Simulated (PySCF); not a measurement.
Al(GeH3)(H)(OH), H5AlGeO, SMILES [OH][AlH][GeH3], B3LYP/def2-SVP optimised geometry.

```
8

Al    -0.69     0.20     0.00
Ge     1.78     0.20     0.00
H      2.36     1.12     1.10
H      2.39    -1.21     0.22
H      2.36     0.73    -1.34
H     -1.60     1.50     0.00
O     -1.45    -1.34    -0.01
H     -2.39    -1.50    -0.01
```

Density from PySCF with B3LYP/def2-TZVP at that geometry.

Minimum of the electron density along straight lines between bonded atoms, close to the bond critical point (lines longer than 1.1 times the sum of covalent radii, or with two minima, are not listed):

```
bond     length / Å  ρ at the minimum / e bohr⁻³  ∇²ρ there / e bohr⁻⁵  position (fraction from the first atom)
-------  ----------  ---------------------------  --------------------  ---------------------------------------
Al1–Ge2       2.474                        0.063                  0.00                                     0.36
Ge2–H3        1.549                        0.128                  0.06                                     0.59
Ge2–H4        1.545                        0.130                  0.06                                     0.59
Ge2–H5        1.550                        0.128                  0.06                                     0.59
Al1–H6        1.589                        0.082                  0.20                                     0.50
Al1–O7        1.709                        0.106                  0.76                                     0.43
O7–H8         0.962                        0.354                 -2.37                                     0.80
```
